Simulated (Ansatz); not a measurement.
Cost and result up the ladder for the cluster Cu2F (3 atoms). Charge 0, multiplicity 2. Geometry: r2SCAN-D4/def2-TZVP.

```xyz
3

Cu    0.0676   -0.7057    1.0587
Cu   -0.8809    0.0938   -0.9158
F     0.8133    0.6119   -0.1430
```

Ansatz on 4 threads of Arm Neoverse V1 on a shared host. Times are rough, and most runs start from the orbitals of an earlier one. CAM-B3LYP-D4/def2-TZVP serves as the yardstick here, not as an exact answer. Differences are given only for rows in sets of like size (and for xTB, whose basis is part of the method), since another set adds its own error. Binding counts from free atoms at the same level (Cu doublet, F doublet; other spins of the atoms weren't run), without zero-point energy or a counterpoise term.

The 6-31G sets use Cartesian d functions. B3LYP takes the VWN-RPA correlation. Correlated methods freeze 19 core orbitals. The structure comes from a short search, and lower isomers may exist.

Run but left out: HF/6-31G (⟨S²⟩ 1.09, where a pure state has 0.75).

Correlated methods converge slowly with the basis.

| level | functions | wall time |
| --- | --- | --- |
| LDA (SPW92)/def2-TZVP | 121 | 1 s |
| PBE-D4/def2-SVP | 76 | 1.2 s |
| HF/def2-TZVP | 121 | 1.5 s |
| MP2/def2-TZVP | 121 | 1.8 s |
| PBE0-D4/def2-SVP | 76 | 1.9 s |
| B3LYP-D4/6-31G | 67 | 2.3 s |
| PBE-D4/def2-TZVPD | 136 | 2.6 s |
| RPA@PBE/def2-TZVP | 121 | 3.1 s |
| CAM-B3LYP-D4/def2-TZVP | 121 | 3.2 s |
| PBE0-D4/def2-TZVPD | 136 | 3.4 s |
| r2SCAN-D4/def2-TZVP | 121 | 4.8 s |
| r2SCAN0-D4/def2-TZVP | 121 | 5.5 s |
| CCSD(T)/def2-TZVPD | 136 | 23 s |
| CCSD(T)/def2-TZVPP | 159 | 39 s |

**Question.** Estimate what each level gives for the binding energy per atom (eV).

**Answer.** 
| level | binding energy per atom (eV) | difference from CAM-B3LYP-D4/def2-TZVP (eV) | remarks |
| --- | --- | --- | --- |
| LDA (SPW92)/def2-TZVP | 2.29 | 0.56 | – |
| PBE-D4/def2-SVP | 2.21 | – | – |
| HF/def2-TZVP | 0.88 | -0.85 | – |
| MP2/def2-TZVP | 1.75 | 0.02 | – |
| PBE0-D4/def2-SVP | 1.91 | – | – |
| B3LYP-D4/6-31G | 2.27 | – | spin-contaminated (⟨S²⟩ 0.94) |
| PBE-D4/def2-TZVPD | 1.91 | 0.18 | – |
| RPA@PBE/def2-TZVP | 1.52 | -0.22 | – |
| CAM-B3LYP-D4/def2-TZVP | 1.73 | 0.00 | – |
| PBE0-D4/def2-TZVPD | 1.72 | -0.02 | – |
| r2SCAN-D4/def2-TZVP | 1.87 | 0.14 | – |
| r2SCAN0-D4/def2-TZVP | 1.67 | -0.06 | – |
| CCSD(T)/def2-TZVPD | 1.76 | 0.02 | – |
| CCSD(T)/def2-TZVPP | 1.70 | -0.03 | – |
